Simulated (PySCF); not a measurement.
A structure optimised at PBE-D3(BJ)/def2-SVP, used in a PySCF frequency run:

```
C
H 1 1.1089
H 1 1.1104 2 107.96
C 1 1.4836 2 109.73 3 -120.29
F 4 1.3437 1 116.62 2 162.65
H 4 1.1028 5 114.06 1 -154.02
C 1 1.5324 2 106.76 3 114.67
F 7 1.3504 1 111.52 2 -177.85
F 7 1.3536 8 107.81 1 -122.05
F 7 1.3545 8 107.63 9 -115.83
```
Charge 0, spin multiplicity 2.

Write its SMILES and formula.

F[CH]CC(F)(F)F, C3H3F4

What are its rotational constants (standard atomic weights)?

4.6649, 1.7073, 1.6513 GHz
